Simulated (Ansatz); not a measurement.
`CCCOC(=O)OC` + `CCCO` → `CCC(C)CO` + dimethyl carbonate  (formal exchange of groups at a C–C bond)

Calculated with Ansatz (gas phase, PBE0-D4/def2-TZVP geometries, no zero-point term in ΔE). CCSD(T)/CBS adds triple-zeta CCSD(T) − MP2 to the extrapolated MP2 energy (def2 sets, frozen cores). DFT in def2-TZVPP. HSE06 is defined as in plane-wave codes. One conformer a species, not always the lowest.

CCSD(T)/CBS gives +7.1 kJ/mol.

**Question.** Another level gave +9.0 kJ/mol. Which?
A. CAM-B3LYP/def2-TZVPP
B. HF/def2-TZVPP
C. MP2/def2-TZVPP
D. HSE06-D4/def2-TZVPP

**Answer.** D. HSE06-D4 9.0, MP2/def2-TZVPP 4.0, CAM-B3LYP 13.5, HF/def2-TZVPP 19.1 kJ/mol.

Largest T1 diagnostic among the species: 0.013.

In def2-TZVPP, CCSD(T) changes the Hartree–Fock value by −12.8 kJ/mol (the triples alone add −1.9 kJ/mol) and MP2 by −15.1 kJ/mol. Leaving LDA and LC-ωPBE aside and taking each functional with its dispersion term where it has one, the values, not all of them listed here, spread over 6.0 kJ/mol, from revPBE-D4 to B2PLYP. LDA lies −7.7 kJ/mol from PBE without D4.
